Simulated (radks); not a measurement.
The numbers below are computed, except where a source is named.
The rubidium ion Rb+, 36 electrons, occupied as [Kr]. Code: a radial shooting solver on a logarithmic mesh with Libxc functionals. Model: Dirac Kohn-Sham, SOGGA, spin-unpolarised, spherical densities, finite nucleus; Fermi nuclear charge, rms radius 4.2036 fm.

Spin-orbit splittings of the eigenvalues, e(l+1/2) - e(l-1/2), with zeta = 2 splitting/(2l+1) and mean radii in bohr:

| shell | occ. | splitting (eV) | zeta (eV) | <r> j=l-1/2 | <r> j=l+1/2 |
|---|---|---|---|---|---|
| 2p | 6 | 60.72 | 40.48 | 0.1523 | 0.1564 |
| 3p | 6 | 9.128 | 6.085 | 0.5119 | 0.5224 |
| 3d | 10 | 1.550 | 0.6199 | 0.5233 | 0.5271 |
| 4p | 6 | 0.8909 | 0.5939 | 1.689 | 1.725 |
